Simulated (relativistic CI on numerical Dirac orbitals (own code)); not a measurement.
# Ni+ in a cubic cluster: 2p photoemission with charge transfer

Computed with a charge-transfer multiplet model of a cubic metal-ligand cluster with up to one ligand hole, Slater and spin-orbit integrals from Dirac-Coulomb-Breit ions, Slater integrals scaled by 0.9. The parameters are those of a tetrahedral site (10Dq negative, t2 hopping the larger). The ground state mixes d9 with configurations of k ligand holes L, whose averages lie at kΔ + k(k − 1)U_dd/2; a core hole lowers each added d electron by U_cd. 300 K, Lorentzian 0.6 eV and Gaussian 0.8 eV FWHM.

Atomic integrals in eV (Slater integrals scaled, ζ unscaled), ground: F2dd 10.953, F4dd 6.797, zeta_d 0.072; with the core hole: F2dd 10.953, F4dd 6.797, zeta_d 0.103, zeta_core 11.413, F2cd 6.973, G1cd 5.258, G3cd 2.990.

Cluster parameters (eV): U_dd = 7.6, U_cd = 9.3, 10Dq = -0.25, 10Dq(ligand) = 0, V(eg) = 1.35, V(t2g) = -2.29, final-state hopping factor = 0.8.

Weights, n_d and S are thermal averages at 300 K. Binding energies count from the first peak over 30 % of the highest in each spectrum, which can be another peak from case to case. The parameters are a model scan and need not match a compound or its usual spin state. Peaks in eV (height, largest 100): 0.0 (100), 4.3 (52), 6.7 (40), 17.3 (46), 22.7 (54).

Which parameters give this spectrum?
A. Δ = 5.6 eV
B. Δ = 9.6 eV
C. Δ = 10.6 eV
D. Δ = 4.6 eV
E. Δ = 7.6 eV

A. Δ = 5.6 eV; the ground state then has 9.11 d electrons and S = 0.50. The choice follows from running the model for each set and comparing peak positions and heights.
